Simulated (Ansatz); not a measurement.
Reaction (formal exchange of groups at the Si–O bond): `O[SiH]1[CH2][AlH]1` + `C[SiH3]` → `C[SiH2][SiH]1[CH2][AlH]1` + H₂O

Isolated molecules relaxed with PBE0-D4/def2-TZVP in Ansatz; ΔE leaves out vibrations. CCSD(T)/CBS is the MP2 limit (def2-TZVPP, def2-QZVPP) plus CCSD(T) − MP2 in def2-TZVPP, frozen cores. This one scheme is used for every species. Functionals use def2-TZVPP. B3LYP here is the variant with VWN-RPA as its local correlation; programs differ in this. Each species was taken in one conformer, which may not be the lowest.

| level | ΔE (eV) |
| --- | --- |
| ωB97M-V | 0.78 |
| B2PLYP | 0.81 |
| PBE | 0.60 |
| r2SCAN | 0.72 |
| B3LYP | 0.83 |
| MP2/def2-TZVPP | 0.73 |
| HF/def2-QZVPP | 1.00 |
| HF/CBS(def2) | 1.01 |

(1) What does CCSD(T)/CBS give? (Best estimate.)

Largest T1 diagnostic among the species: 0.013.

Answers

(1) Ansatz gave: +0.67 eV. The listed levels differ from it by 0.11, 0.14, -0.07, 0.05, 0.16, 0.06, 0.33, 0.34 eV.

In def2-TZVPP, CCSD(T) changes the Hartree–Fock value by −0.29 eV (the triples alone add −0.04 eV) and MP2 by −0.26 eV. The D4 term adds −0.10 eV with B3LYP and −0.06 eV with PBE0; it sums over pairs of atoms, weighted by their polarisabilities, and B3LYP, whose exchange is more repulsive, gets the larger term.
